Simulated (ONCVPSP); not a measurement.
Ranking ONCV potentials for strontium

All share these settings but for the change named:

ONCVPSP 4.0.1 input, shortened (lines: element, Z, core and valence counts, functional; n l f; lmax; l rc ep ncon nbas qcut; lloc lpopt rc5 dvloc0; l nproj debl; icmod fcfact rcfact), revPBE, scalar-relativistic:

```
  Sr 38.00    6    3  -102130      upf
    1    0    2.00
    2    0    2.00
    2    1    6.00
    3    0    2.00
    3    1    6.00
    3    2   10.00
    4    0    2.00
    4    1    6.00
    5    0    1.75
    2
    0    2.20    0.00    5   10    5.90
    1    2.45    0.00    3    7    7.20
    2    1.95    0.11    3    8    5.10
    4    5    1.55    1.00
    0    3    3.10
    1    3    0.80
    2    1    0.60
    3    3.50    1.25
```

In the p channel the program set the typed energies aside and used -0.893, 0.250, 1.050 Ha. In the d channel the program set the typed energies aside and used 0.050 Ha.

Cutoff: the first of the cutoffs (Ha) at which the residual kinetic energy of the hardest occupied pseudo-wave falls to 1 and 0.1 mHa per electron; the density cutoff is not measured.

The base gives 12 Ha.

Of 9 variants that were run, those that failed, showed a ghost or another fault, or gave nearly equal values are left out.

A variant can come out equal or close to the base.

(1) Rank these variants from softest to hardest (loose cutoff).
A. all radii but the core radius scaled by about 0.95 (s 2.08, p 2.32, d 1.84 bohr); local potential polynomial inside 1.46 bohr (lpopt 5, dvloc0 1 Ha)
B. all radii but the core radius scaled by about 1.25 (s 2.76, p 3.06, d 2.44 bohr); local potential polynomial inside 1.94 bohr (lpopt 5, dvloc0 1 Ha)
C. all radii but the core radius scaled by about 0.78 (s 1.72, p 1.90, d 1.52 bohr); local potential polynomial inside 1.20 bohr (lpopt 5, dvloc0 1 Ha)
D. all radii but the core radius scaled by about 1.08 (s 2.36, p 2.64, d 2.10 bohr); local potential polynomial inside 1.66 bohr (lpopt 5, dvloc0 1 Ha)

Results:

(1) B (9 Ha), D (11 Ha), A (13 Ha), C (15 Ha).
